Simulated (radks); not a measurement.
Question: Species: neutral palladium. Configuration: [Kr] 4d10 (the NIST ground configuration). All-electron calculation, Dirac Kohn-Sham, Slater X-alpha with alpha = 0.921, spin-unpolarised, spherical densities, point nucleus. Program: a radial shooting solver on a logarithmic mesh with Libxc functionals. Some entries of the table are withheld. Estimate them.

orbital,occ.,eigenvalue (eV),r(max) (bohr),<r^2> (bohr^2)
1s1/2,2,-24273.71,0.02064,0.001367
2s1/2,2,-3565.079,0.1166,0.02236
2p1/2,2,-3316.196,0.09013,0.01670
2p3/2,4,-3154.621,0.09429,0.01802
3s1/2,2,(1),0.3403,0.1626
3p1/2,2,-549.0913,0.3263,0.1577
3p3/2,4,-520.6638,0.3360,0.1668
3d3/2,4,-342.2710,0.2778,0.1473
3d5/2,6,-336.5311,0.2806,0.1501
4s1/2,2,-88.5009,0.8438,0.9976
4p1/2,2,-57.2773,0.8830,1.169
4p3/2,4,-52.6765,0.9081,1.245
4d3/2,4,-6.1729,1.069,(2)
4d5/2,6,-5.6894,1.081,(3)

Answer: 
(1) 3s1/2 eigenvalue (eV): -648.8781
(2) 4d3/2 <r^2> (bohr^2): 2.728
(3) 4d5/2 <r^2> (bohr^2): 2.843
